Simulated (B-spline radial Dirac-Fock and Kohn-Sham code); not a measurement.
Sm⁵⁵⁺: eigenvalues, ΔSCF and the reference

System: samarium as Sm⁵⁵⁺, [He] 2s2 2p3.

The density-functional columns are spherical, spin-unpolarised Dirac-Kohn-Sham results without Breit or QED terms: −ε is minus the orbital energy of the initial state and ΔSCF the difference of two total energies. The reference in the last column comes from relaxed Dirac-Fock hole states (ΔSCF) with Breit and QED corrections and a finite nucleus. All numbers are from an atomic code on a B-spline grid, in eV; a selection of levels is shown. The Kohn-Sham columns are given as differences from the reference. For the 1s level of heavy atoms much of the gap between ΔSCF and the reference is the Breit and QED part, -179.2 eV here; for other levels the error of the functional can be larger.

| level | LDA −ε − DF | LDA ΔSCF − DF | Dirac-Fock |
| --- | --- | --- | --- |
| K (1s) | -312.4 | +187.6 | 52037.5 |
| L1 (2s) | -113.4 | +10.4 | 12227.4 |
| L2,3 (2p) | -130.0 | +12.6 | 11557.6 |

Values without a named source are computed, but for edge energies of neutral atoms, which are taken from tables.
